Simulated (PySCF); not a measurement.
C2H7Cl3OSi2.
Numbering: `[CH3:1][O:2][Si@@H:3]([Cl:4])[SiH2:5][CH:6]([Cl:7])[Cl:8]` (hydrogens: H9, H10, H11 on C1; H12 on Si3; H13, H14 on Si5; H15 on C6)

Structure used (GFN2-xTB), in Å, numbered top down from 1:
```
atom  x, y, z in Å
C1    -3.066   -0.143   -0.509
O2    -1.669   -0.261   -0.525
Si3   -0.529    0.627    0.206
Cl4   -0.975    0.793    2.182
Si5    1.270   -0.730   -0.277
C6     2.840    0.046    0.533
Cl7    4.264   -0.919    0.111
Cl8    3.027    1.697   -0.101
H9    -3.483   -1.054   -0.936
H10   -3.431   -0.019    0.512
H11   -3.382    0.715   -1.105
H12   -0.558    2.018   -0.260
H13    1.596   -0.784   -1.704
H14    1.258   -2.111    0.233
H15    2.834    0.131    1.618
```

Method: PySCF 2.14.0, density-fitted response routines, TDDFT B3LYP/def2-SVPD, vertical, gas phase, core orbitals frozen in the response.

Question: What does the calculation give for the low-lying excited states?

Answer: 

```
state  E (eV)  E (hartree)       f  main configurations (H = HOMO, L = LUMO)
   S1    5.75       0.2114   0.014                                 H→L (95%)
   S2    6.19       0.2276   0.015                  H→L+1 (72%), H-1→L (20%)
   S3    6.28       0.2307   0.010                  H-1→L (67%), H→L+1 (24%)
   S4    6.49       0.2385  0.0074                  H-2→L (64%), H→L+2 (27%)
   S5    6.55       0.2408  0.0027                  H→L+2 (53%), H-2→L (26%)
   S6    6.75       0.2479   0.016    H→L+3 (41%), H-1→L+1 (34%), H-3→L (8%)
   S7    6.76       0.2485  0.0030                               H-3→L (80%)
   S8    6.82       0.2506   0.019                H-1→L+1 (55%), H→L+3 (25%)
```

Triplets, Tamm–Dancoff:

```
state  E (eV)  λ (nm)  main configurations (H = HOMO, L = LUMO)
   T1    5.27   235.2                                 H→L (90%)
   T2    5.70   217.5     H→L+1 (45%), H-1→L (30%), H→L+2 (13%)
   T3    5.83   212.8     H→L+1 (33%), H-1→L (26%), H→L+2 (20%)
```

The lowest singlet comes at 216 nm (555 kJ/mol) in the ultraviolet; it is weak; its leading configuration is HOMO→LUMO (95%). The most intense listed level is S8 at 6.82 eV (182 nm, f = 0.019), 1.07 eV above S1. It is the last of those listed, so stronger ones may follow. Löwdin shares by element: HOMO chlorine 42% or more, carbon 14% or more, silicon 13% or more (atoms not listed hold the other 31%); LUMO silicon 39%, chlorine 21% or more (atoms not listed hold the other 40%). Orbital energies (eV): HOMO-3 -8.78, HOMO-2 -8.53, HOMO-1 -8.35, HOMO -7.77, LUMO -1.11, LUMO+1 -0.68, LUMO+2 -0.26. Weighted by f, the mean energy of these states is 6.43 eV. Of the 8 states listed, 5 reach f = 0.01 and none stays under 0.0005. Singlets were solved by full linear response, triplets in the Tamm–Dancoff approximation.

The run took 51 s of wall time on one thread of an Arm Neoverse V2, shared host with 192 logical CPUs at a one-minute load of 129, and the process peaked at 1.1 GiB of memory.

One conformer stands for the species.
